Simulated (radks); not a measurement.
Values are calculated unless marked as measured or tabulated.
Spherical quantum dot in the effective-mass picture: electrons in a well V = -V0 / (1 + exp((r - R)/a)) with V0 = 3.71, R = 13.7, a = 1.4, all in effective atomic units (hartree* = m*/eps^2 hartree, bohr* = eps/m* bohr), one dielectric constant everywhere. Level of theory: non-relativistic Kohn-Sham, LDA (Slater exchange, Perdew-Wang correlation), spin-polarised, spherical densities (a radial shooting solver with Libxc functionals). Levels are named by radial order and angular momentum (1s, 1p, 1d, 2s, ...), and open shells are averaged over m.

N = 14, configuration 1s2 1p6 1d(up 5, down 1). This is the lowest configuration that the search found (a dilute case). Occupied and some empty levels:

level,occupation,eigenvalue (hartree*),<r> (bohr*)
1s up,1,-2.1607,8.070
1s down,1,-2.1466,8.035
1p up,3,-2.1430,8.263
1p down,3,-2.1286,8.251
1d up,5,-2.1107,8.489
1d down,1,-2.0961,8.492
1f up,0,-2.0659,8.713
1f down,0,-2.0513,8.726
2s up,0,-1.9979,5.919
2s down,0,-1.9912,5.852
2p up,0,-1.9504,6.797
2p down,0,-1.9419,6.755

Energy (hartree*): total -40.0444, kinetic 1.1487, external -50.144, Hartree 10.840, exchange-correlation -1.8892.

Electron density:

r (bohr*),n(r) (e/bohr*^3)
0.339,0.00005896
1.62,0.0001082
2.89,0.0002847
4.17,0.0007599
5.45,0.001778
6.73,0.003286
8.00,0.004198
9.28,0.003041
10.6,0.0009697
11.8,0.0001064
13.1,3.573e-06
14.4,3.683e-08
